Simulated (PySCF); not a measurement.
**How methods differ on the interval between two levels of Mn+**

Mn+ [Ar] 3d5 4s1 [7S3, M_J = 3] → Mn+ [Ar] 3d5 4p1 [7P4, M_J = 4], as a difference of total energies. Calculation: PySCF 2.14, in x2c-TZVPall-2c with one added diffuse shell each of s, p, d type (7s8p5d1f, 63 functions); the two-component X2C-1e Hamiltonian. Correlated levels: [Ne] frozen; the 6 highest virtual spinors dropped. "Screened" scales the spin-orbit matrix elements by Boettger's factors to mimic the two-electron term; Breit and QED terms are absent.

```
                    method  interval between two levels (cm⁻¹)
           GHF (spin-free)                               36275
          GMP2 (spin-free)                               38595
 GHF (screened spin-orbit)                               36441
GMP2 (screened spin-orbit)                               38785
```

Errors of the correlated levels include the incompleteness of this basis and the frozen core.

The labels give the starting determinants; with spin-orbit coupling the two ends relaxed to ⟨J²⟩ = 12.00, ⟨L²⟩ = 0.00, ⟨S²⟩ = 12.00 and ⟨J²⟩ = 20.00, ⟨L²⟩ = 2.00, ⟨S²⟩ = 12.00.

For comparison: 38807 cm⁻¹ (measured; NIST Handbook of Basic Atomic Spectroscopic Data (Sansonetti and Martin, J. Phys. Chem. Ref. Data 34, 1559 (2005))).
